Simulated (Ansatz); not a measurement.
Basis-set extrapolation for `[C]#C[SiH2]O` radical (PBE0-D4/def2-TZVP geometry, frozen core, the Gaussian-basis code of Ansatz). Multiplicity 2, UHF reference.

```json
{"": "HF", "def2-TZVPP": "-441.262906", "def2-QZVPP": "-441.278874"}
{"": "MP2 correlation", "def2-TZVPP": "-0.591348", "def2-QZVPP": "-0.637081"}
{"": "CCSD(T) correlation", "def2-TZVPP": "-0.668796", "def2-QZVPP": "not run"}
```

Energies in hartree. Use E(X) = E(∞) + A·exp(−7.88·√X) for Hartree–Fock and E(X) = E(∞) + B·X^(−2.97) for correlation, with X = 3 and 4, and add CCSD(T) minus MP2 of the smaller set to the MP2 limit.

Q: What is the CCSD(T) energy at the basis-set limit?

A: HF limit: -441.278874 + (-0.015968) × 0.13774 = -441.28107. MP2 limit: -0.637081 + (-0.045733) × 0.74074 = -0.67096. Higher-order term: -0.668796 − (-0.591348) = -0.07745. Total: -442.02948 hartree, 2.66 eV below CCSD(T)/def2-TZVPP.

The UHF reference is spin-contaminated (⟨S²⟩ = 1.16, T1 = 0.046).
